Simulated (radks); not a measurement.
Results of a calculation; reference values are marked as such.
Question: Radial electron density D(r) = 4 pi r^2 rho(r) of an atom or ion with 14 electrons. Level of theory: Dirac Kohn-Sham, PBE, spin-unpolarised, spherical densities, point nucleus (a radial shooting solver on a logarithmic mesh with Libxc functionals).

```
   r/bohr * D(r) (the largest magnitude, 52.7, reaches the edge; | marks zero)
 0.002365 |  *
 0.002645 |  *
 0.002935 |   *
 0.003283 |    *
 0.003672 |     *
 0.004107 |      *
 0.004593 |       *
 0.005097 |         *
 0.005701 |          *
 0.006377 |            *
 0.007132 |               *
 0.007914 |                 *
 0.008852 |                    *
 0.009901 |                       *
  0.01107 |                          *
  0.01239 |                              *
  0.01374 |                                 *
  0.01537 |                                     *
   0.0172 |                                        *
  0.01923 |                                           *
  0.02134 |                                             *
  0.02387 |                                               *
   0.0267 |                                               *
  0.02986 |                                               *
   0.0334 |                                              *
  0.03706 |                                             *
  0.04146 |                                           *
  0.04637 |                                         *
  0.05186 |                                       *
  0.05755 |                                      *
  0.06437 |                                      *
    0.072 |                                        *
  0.08053 |                                           *
  0.09007 |                                               *
  0.09995 |                                                  *
   0.1118 |                                                     *
    0.125 |                                                      *
   0.1399 |                                                    *
   0.1552 |                                                *
   0.1736 |                                         *
   0.1942 |                                 *
   0.2172 |                         *
   0.2429 |                   *
   0.2695 |               *
   0.3015 |             *
   0.3372 |             *
   0.3771 |             *
   0.4185 |            *
   0.4681 |          *
   0.5236 |        *
   0.5856 |     *
    0.655 |  *
   0.7268 | *
   0.8129 |*
   0.9093 *
    1.017 *
    1.128 *
    1.262 *
    1.412 *
```

What is the nuclear charge?

Answer: Z = 37. The innermost maximum, from 1s, lies near gamma/Z bohr with gamma = sqrt(1 - (Z/c)^2) = 0.963, here 0.026 bohr (found: 0.0280), and its height grows with Z. The density is that of the rubidium ion Rb23+ in [Ne] 3s2 3p2; the configuration itself is not fixed sharply by these data, and Z only to a few units. D(r) has 3 maxima, at r = 0.0280, 0.123, 0.351 bohr, and minima at 0.0594, 0.343 bohr, inside which lie 2.11, 10.87 electrons.
